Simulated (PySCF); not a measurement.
Bond length, frequency and bond energy of CuSe by level of theory

State: ²Π (doublet), unpaired electrons π ↑. Set-up: basis Cu x2c-TZVPPall, Se x2c-TZVPPall; spin-free X2C with a Gaussian nucleus; PySCF 2.14. De refers to Cu (3d10 4s1) + Se in their high-spin ground configurations, without counterpoise correction. The functionals are run spin-unrestricted. A positive dipole means Cu(−)Se(+).

| Level | Re (Å) | ωe (cm⁻¹) | De (eV) | μ (D) | CPU s a point (SCF and correlation, without the integrals) |
| --- | --- | --- | --- | --- | --- |
| UHF | 2.315 | 256 | n/a | -5.71 | 3.5 |
| UHF-MP2 | 2.152 | 312 | n/a | n/a | 7.3 |
| UHF-SCS-MP2 | 2.184 | 298 | n/a | n/a | n/a |
| PBE | 2.165 | 312 | 2.92 | -3.05 | 2.9 |
| PBEsol | 2.136 | 327 | 3.18 | -3.03 | 1.9 |
| BP86 | 2.164 | 312 | 2.90 | -3.01 | 2 |
| r²SCAN | 2.144 | 322 | 2.91 | -3.45 | 4.3 |
| M06-L | 2.168 | 310 | 2.89 | -3.41 | 4.5 |
| B3LYP | 2.195 | 291 | 2.53 | -3.39 | 6.1 |
| PBE0 | 2.180 | 299 | 2.60 | -3.71 | 7 |
| ωB97X-V | 2.183 | 302 | 2.70 | -4.18 | 16 |

What does second-order correlation do here, going from UHF to UHF-MP2?

UHF-MP2 less UHF: -16.3 pm in Re, +21.9 % in ωe. Correlation nearly always deepens the well. The bond shortens, as in weak, metallic or heavy-atom bonds, where dispersion and the correlation of outer-core electrons pull the atoms together.

Correlated steps freeze 14 core orbitals. Spin–orbit coupling is left out. The state is the lowest single determinant that the PBE0 search found; with open d or f shells the true ground state can be another one.

The whole job (state search and all levels along the bond) took about 7.7 min on 2 threads of Arm Neoverse V1 (shared host), peak memory 5.3 GiB.
